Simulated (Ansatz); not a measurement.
Consider the homolysis of the In–N bond: `C[N](C)[InH][F]` → `[F][InH]`• + `C[N]C`•.

Program: Ansatz. Geometries: PBE0-D4/def2-TZVP. ΔE: electronic, gas phase. CBS: MP2 limit from def2 TZ/QZ plus the TZ coupled-cluster correction, frozen cores. Functionals use def2-TZVPP. No spin–orbit coupling; open shells (•) take unrestricted orbitals. Elements past krypton have def2 core potentials. For In outer-core shells are correlated without core-valence functions, which leaves a few kJ/mol of doubt a bond. Each species was taken in one conformer, which may not be the lowest.

Q: What is ΔE at CCSD(T)/CBS? (Best estimate.)

A: Ansatz gave: +2.94 eV.

Q: What do these levels give: B97M-V, PBE0-D4, revPBE, RPA@PBE/def2-TZVPP, MP2/def2-TZVPP, CCSD/CBS(def2)? (Estimate.)

A: Computed: B97M-V 2.54, PBE0-D4 2.53, revPBE 2.17, RPA@PBE/def2-TZVPP 2.67, MP2/def2-TZVPP 3.13, CCSD/CBS(def2) 2.81 eV.

Largest T1 diagnostic among the species: 0.021.

The D4 term adds +0.16 eV with B3LYP and +0.09 eV with PBE0; it sums over pairs of atoms, weighted by their polarisabilities, and B3LYP, whose exchange is more repulsive, gets the larger term. At CCSD(T), def2-SVP lies −0.22 eV from the extrapolated value and def2-TZVPP −0.15 eV: correlation converges slowly with the basis, and small sets miss more of it in the bonded molecule than in its fragments.

B3LYP here is the variant with VWN-RPA as its local correlation; programs differ in this.
